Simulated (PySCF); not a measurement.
SMILES [SiH3]C[CH2][GeH3] (C2H10GeSi), PBE0/def2-SVP optimised geometry.

```
14

Si     2.25     0.36    -1.21
C      0.36     0.36    -1.21
C     -0.25    -0.36     0.00
Ge    -2.22    -0.36     0.00
H      2.78     1.07    -2.42
H      2.77    -1.04    -1.22
H      2.77     1.05     0.01
H      0.02     1.41    -1.26
H      0.02    -0.11    -2.15
H      0.08    -1.41     0.05
H      0.08     0.11     0.94
H     -2.74     1.10     0.00
H     -2.77    -1.09     1.24
H     -2.74    -1.06    -1.27
```

Density from PySCF with PBE0/def2-TZVP at that geometry.

Minimum of the electron density along straight lines between bonded atoms, close to the bond critical point (lines longer than 1.1 times the sum of covalent radii, or with two minima, are not listed):

```tsv
bond	length / Å	ρ at the minimum / e bohr⁻³	∇²ρ there / e bohr⁻⁵	position (fraction from the first atom)
Si1–C2	1.891	0.119	0.17	0.39
C2–C3	1.531	…	…	0.50
C3–Ge4	1.965	0.126	…	0.53
Si1–H5	1.496	0.118	0.15	0.49
Si1–H6	1.497	0.118	0.15	0.49
Si1–H7	1.497	0.118	0.15	0.49
C2–H8	1.104	0.267	-0.87	0.64
C2–H9	1.104	0.267	-0.87	0.64
C3–H10	1.103	0.270	-0.89	0.64
C3–H11	1.103	0.270	-0.89	0.64
Ge4–H12	1.543	0.131	0.06	0.59
Ge4–H13	1.542	0.132	0.06	0.59
Ge4–H14	1.543	0.131	0.06	0.59
```

**Question.** Fill in the missing entries.

**Answer.** 
- C2–C3, ρ at the minimum / e bohr⁻³: 0.237
- C2–C3, ∇²ρ there / e bohr⁻⁵: -0.56
- C3–Ge4, ∇²ρ there / e bohr⁻⁵: 0.08
